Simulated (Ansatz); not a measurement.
Consider the atomization: `N[B]1[AlH][B]1O` → Al• + 2 B• + 4 H• + N• + O•.

Program: Ansatz. Geometries: PBE0-D4/def2-TZVP. ΔE: electronic, gas phase. CCSD(T)/CBS is the MP2 limit (def2-TZVPP, def2-QZVPP) plus CCSD(T) − MP2 in def2-TZVPP, frozen cores. This one scheme is used for every species, atoms too. Functionals use def2-TZVPP. B3LYP here is the variant with VWN-RPA as its local correlation; programs differ in this. HSE06 is defined as in plane-wave codes. No spin–orbit coupling; open shells (•) take unrestricted orbitals. Spin–orbit coupling would lower the free atoms: a little for Al, B, O. Each species was taken in one conformer, which may not be the lowest.

```csv
level,ΔE (kcal/mol),difference from CCSD(T)/CBS
revPBE-D4,746.8,8.7
B97M-V,755.0,16.9
B3LYP-D4,744.6,6.5
r2SCAN0-D4,732.8,-5.3
HSE06-D4,748.6,10.5
BHLYP-D4,712.5,-25.6
CAM-B3LYP-D4,744.8,6.7
PBE,767.2,29.1
revPBE,735.6,-2.5
BLYP,741.6,3.5
r2SCAN0,731.6,-6.5
HF/def2-TZVPP,507.6,-230.5
SCS-MP2/def2-TZVPP,726.3,-11.8
HF/def2-QZVPP,508.8,-229.3
MP2/def2-QZVPP,747.5,9.4
SCS-MP2/def2-QZVPP,741.2,3.1
CCSD(T)/CBS,738.1,0
```

**Question.** What do rigid-rotor, harmonic-oscillator terms from PBE0-D4/def2-TZVP frequencies (298.15 K, 1 bar) make of the CCSD(T)/CBS value? (An estimate is asked.)

**Answer.** The calculation gave: ΔZPE = -34.4 kcal/mol, ΔH = +712.0 kcal/mol, ΔS = 907 J/(mol·K), ΔG = +647.3 kcal/mol. Open shells count their whole term as degenerate.

Largest T1 diagnostic among the species: 0.021, so the coupled-cluster value is less sure than usual.

Leaving LDA and LC-ωPBE aside and taking each functional with its dispersion term where it has one, the values, not all of them listed here, spread over 58.6 kcal/mol, from BHLYP-D4 to PBE-D4. LDA lies +105.2 kcal/mol from PBE without D4, its usual overbinding. From PBE to PBE0 (25 % exact exchange), in def2-TZVPP and without D4, ΔE moves by −22.9 kcal/mol: exact exchange takes away binding that semilocal exchange gives to molecules.

For atomizations the MP2-based limit and the directly extrapolated one differ by several kJ/mol either way, and by 10 to 25 for some Ge, Se and Sn compounds, so smaller differences from it don't rank the levels.
